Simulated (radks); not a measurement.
The numbers below are computed, except where a source is named.
Species: Cd37+. Configuration: [Ne] 3s1 (the NIST ground configuration). Level of theory: scalar-relativistic Kohn-Sham, BLYP, spin-polarised, spherical densities, finite nucleus; open shells are filled with parallel spins first (spin-orbit coupling, left out, can overturn this in heavy ions); Fermi nuclear charge, rms radius 4.6087 fm (a radial shooting solver on a logarithmic mesh with Libxc functionals).

Radial electron density D(r) = 4 pi r^2 rho(r):

| r (bohr) | D(r) (e/bohr) | spin D(r) |
|---|---|---|
| 0.001611 | 3.087 | 0.0410 |
| 0.001802 | 3.738 | 0.0496 |
| 0.002015 | 4.517 | 0.0599 |
| 0.002236 | 5.373 | 0.0711 |
| 0.002501 | 6.460 | 0.0853 |
| 0.002775 | 7.645 | 0.101 |
| 0.003104 | 9.135 | 0.120 |
| 0.003472 | 10.88 | 0.142 |
| 0.003852 | 12.74 | 0.166 |
| 0.004309 | 15.04 | 0.195 |
| 0.004781 | 17.46 | 0.226 |
| 0.005348 | 20.39 | 0.262 |
| 0.005981 | 23.67 | 0.301 |
| 0.006637 | 27.00 | 0.340 |
| 0.007423 | 30.88 | 0.384 |
| 0.008237 | 34.71 | 0.425 |
| 0.009213 | 38.99 | 0.468 |
| 0.01031 | 43.33 | 0.507 |
| 0.01143 | 47.27 | 0.537 |
| 0.01279 | 51.27 | 0.559 |
| 0.01419 | 54.58 | 0.567 |
| 0.01587 | 57.50 | 0.557 |
| 0.01775 | 59.57 | 0.526 |
| 0.0197 | 60.57 | 0.475 |
| 0.02204 | 60.60 | 0.399 |
| 0.02445 | 59.65 | 0.310 |
| 0.02735 | 57.73 | 0.205 |
| 0.03059 | 55.19 | 0.104 |
| 0.03394 | 52.67 | 0.0300 |
| 0.03796 | 50.33 | -0.00532 |
| 0.04246 | 48.95 | 0.0289 |
| 0.04712 | 48.98 | 0.140 |
| 0.0527 | 50.68 | 0.351 |
| 0.05848 | 53.77 | 0.622 |
| 0.06541 | 58.27 | 0.958 |
| 0.07316 | 63.10 | 1.28 |
| 0.08118 | 66.84 | 1.48 |
| 0.0908 | 68.86 | 1.53 |
| 0.1007 | 67.98 | 1.38 |
| 0.1127 | 63.59 | 1.01 |
| 0.126 | 55.86 | 0.525 |
| 0.1399 | 46.57 | 0.140 |
| 0.1564 | 35.70 | -0.00111 |
| 0.1736 | 26.20 | 0.274 |
| 0.1942 | 17.84 | 1.05 |
| 0.2172 | 11.98 | 2.17 |
| 0.241 | 8.618 | 3.25 |
| 0.2695 | 6.570 | 4.09 |
| 0.2991 | 5.389 | 4.32 |
| 0.3345 | 4.295 | 3.92 |
| 0.3741 | 3.154 | 3.05 |
| 0.4151 | 2.114 | 2.08 |
| 0.4643 | 1.185 | 1.18 |
| 0.5152 | 0.5929 | 0.592 |
| 0.5763 | 0.2342 | 0.234 |
| 0.6446 | 0.07508 | 0.0751 |
| 0.7153 | 0.02126 | 0.0213 |
| 0.8 | 0.004279 | 0.00428 |
| 0.8877 | 0.0007525 | 0.000752 |

D(r) has 2 maxima, at r = 0.0208, 0.0930 bohr, and minima at 0.0446 bohr, inside which lie 2.07 electrons.
